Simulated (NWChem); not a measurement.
Molecule: SiH$_{2}$O$_{2}$ClF; SMILES [Si](F)(O)(Cl)O

```xyz
7

O      0.0141    -1.0195     1.4707
Si    -0.0122    -0.3342    -0.0149
O     -1.3502    -0.8282    -0.8008
F      1.3265    -0.7582    -0.8050
Cl    -0.0125     1.7005     0.0401
H      0.8009    -0.9114     2.0131
H     -1.6670    -1.7145    -0.6005
```
Atoms are numbered in this order, from 1.

All runs: NWChem. Pople sets run with spherical d functions. Coordinates come from a PBE0/def2-SVP optimisation. Vertical excitations in the gas phase.

Question: Predict the results for Hartree-Fock/6-31G*, CIS. Quantities: lowest excitation, singlet (eV); lowest state with f > 0.02, singlet (eV); oscillator strength of that bright state; lowest triplet (eV); orbital gap (eV).

Answer: 
```json
{
  "lowest excitation, singlet (eV)": "10.43",
  "lowest state with f > 0.02, singlet (eV)": "10.43",
  "oscillator_strength_of_that_bright_state": "0.033",
  "lowest triplet (eV)": "9.55",
  "orbital gap (eV)": "17.31"
}
```
